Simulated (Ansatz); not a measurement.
This geometry of ClH3O2Si + H2O (10 atoms, charge 0, multiplicity 1) is a first-order saddle point.

The calculation used RKS CAM-B3LYP/def2-SVP in Ansatz.

```xyz
10
Properties=species:S:1:pos:R:3
Si 0.146 0.155 -0.064
Cl -1.231 0.387 2.022
O 1.515 0.104 -1.029
H 1.670 -0.751 -1.446
H -0.805 1.045 -0.729
O -0.087 -1.463 0.141
H -0.750 -1.645 0.823
O 1.153 1.136 1.139
H 2.106 0.949 1.134
H 0.645 1.063 2.003
```

Which two structures does it join? (They come from a converged band through this point; their orientation in space is the band's.)

Bonds broken: Si1–Cl2, O8–H10. Bonds formed: Si1–O8, Cl2–H10. ClH3O2Si + H2O becomes ClH + H4O3Si.

Image 0:

```xyz
10
Properties=species:S:1:pos:R:3
Si -0.145 -0.223 0.124
Cl -0.412 -0.429 2.172
O 1.463 -0.200 -0.268
H 1.817 -1.051 -0.554
H -0.834 0.981 -0.340
O -0.712 -1.607 -0.574
H -1.473 -2.052 -0.186
O 1.351 2.168 1.068
H 1.927 1.562 0.578
H 1.383 1.832 1.973
```

Image 8:

```xyz
10
Properties=species:S:1:pos:R:3
Si 0.382 0.192 -0.480
Cl -0.625 -0.086 3.225
O 1.599 -0.341 -1.444
H 2.044 -1.157 -1.188
H -0.389 1.140 -1.301
O -0.464 -1.072 0.116
H -0.774 -1.044 1.034
O 0.960 0.995 0.882
H 1.440 1.822 0.753
H 0.190 0.530 2.395
```

How far does it lie above each of them?

56.1 kJ/mol above the first and 81.7 kJ/mol above the second. This is the barrier of this one path; another mechanism may lie lower. The orbitals stay closed-shell, which can raise the energy where a bond breaks towards radicals; this wasn't checked here.

The run took 2.5 min on 4 threads of Arm Neoverse V2 (shared host), peak memory 0.27 GiB.
